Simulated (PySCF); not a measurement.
AlH3S3.

```xyz
7

Al     0.0004     0.0076    -0.0040
S      2.0647     0.4292    -0.5856
H      2.5705    -0.5976     0.1386
S     -0.3919    -1.4180     1.6154
H     -1.7201    -1.5042     1.3680
S     -1.5669     1.0676    -1.1061
H     -2.5489     0.7412    -0.2330
```
Charge 0, spin multiplicity 1.

Coordinates come from a B3LYP-D3(BJ)/def2-SVP optimisation. The values are those of a single conformer.

The numbers are results of PySCF with PBE0/pcSseg-1, not measurements. Non-relativistic, no solvent.

Computed absolute GIAO shielding of each atom: isotropic value and principal components (ppm):
| atom | σ(iso) | σ11 | σ22 | σ33 | span |
|---|---|---|---|---|---|
| Al1 | 326.9 | 301.8 | 337.6 | 341.5 | 39.7 |
| S2 | 705.7 | 628.7 | 706.3 | 782.0 | 153.4 |
| H3 | 30.3 | 22.5 | 27.9 | 40.4 | 17.9 |
| S4 | 694.9 | 631.8 | 664.9 | 788.0 | 156.2 |
| H5 | 30.5 | 22.8 | 27.9 | 40.8 | 18.0 |
| S6 | 696.4 | 632.1 | 672.7 | 784.5 | 152.3 |
| H7 | 30.6 | 23.0 | 28.1 | 40.8 | 17.7 |
